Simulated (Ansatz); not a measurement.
`[CH3][InH][PH2]` + `O[AsH2]` → `PO[AsH2]` + `[CH3][InH2]`  (cleavage of the P–In bond)

Program: Ansatz. Geometries: PBE0-D4/def2-TZVP. ΔE: electronic, gas phase. CBS: MP2 limit from def2 TZ/QZ plus the TZ coupled-cluster correction, frozen cores. DFT in def2-TZVPP. def2 core potentials past Kr. For As, In outer-core shells are correlated without core-valence functions, which leaves a few kJ/mol of doubt a bond. Scalar relativity is left out up to krypton. One conformer a species, not always the lowest.

| level | ΔE (kcal/mol) |
| --- | --- |
| r2SCANh-D4 | 19.5 |
| BLYP | 17.7 |
| MP2/def2-SVP | 19.6 |
| MP2/CBS(def2) | 20.0 |

Question: What does CCSD(T)/CBS give? (Best estimate.)

Answer: Ansatz gave: +19.0 kcal/mol. The listed levels differ from it by 0.5, -1.3, 0.6, 1.0 kcal/mol.

Largest T1 diagnostic among the species: 0.013.

Leaving LDA and LC-ωPBE aside and taking each functional with its dispersion term where it has one, the values, not all of them listed here, spread over 4.8 kcal/mol, from CAM-B3LYP-D4 to PBE-D4. LDA lies −1.0 kcal/mol from PBE without D4. From BLYP to BHLYP (50 % exact exchange), in def2-TZVPP and without D4, ΔE moves by −1.4 kcal/mol.
